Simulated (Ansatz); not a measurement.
Basis-set series for C3H8OSi (`OCC1C[SiH2]1`). Charge 0, multiplicity 1. All single points use the PBE0-D4/def2-TZVP geometry. It is one conformer, not always the lowest.

Z-matrix (Å, degrees):
```
C
C 1 1.501
O 1 1.415 2 112.8
H 1 1.101 2 109.9 3 123.7
H 1 1.092 2 110.5 3 -118.2
Si 2 1.852 1 122.8 3 -151.2
C 2 1.548 1 117.2 3 -74.6
H 2 1.088 1 113.3 3 61.0
H 3 0.961 1 107.6 2 50.7
H 6 1.478 2 119.1 1 3.6
H 6 1.477 2 119.3 1 -146.8
H 7 1.085 2 117.2 1 131.1
H 7 1.088 2 115.7 1 -6.0
```

```csv
functional,basis,functions,energy (Eh),HOMO (eV),LUMO (eV)
PBE0-D4,def2-SVP,114,-483.22319,-6.98,0.56
PBE0-D4,def2-QZVPP,538,-483.56804,-7.04,-0.08
ωB97M-V,def2-SVP,114,-483.44100,-9.15,2.45
ωB97M-V,def2-QZVPP,538,-483.79515,-9.22,1.28
```

Question: Give the rows for def2-TZVPP. (Estimate.)

Answer: Ansatz gave: 
| functional | basis | functions | energy (Eh) | HOMO (eV) | LUMO (eV) |
| --- | --- | --- | --- | --- | --- |
| PBE0-D4 | def2-TZVPP | 278 | -483.54703 | -7.02 | 0.09 |
| ωB97M-V | def2-TZVPP | 278 | -483.77518 | -9.20 | 1.70 |

Positive LUMOs are unbound and depend on the basis.
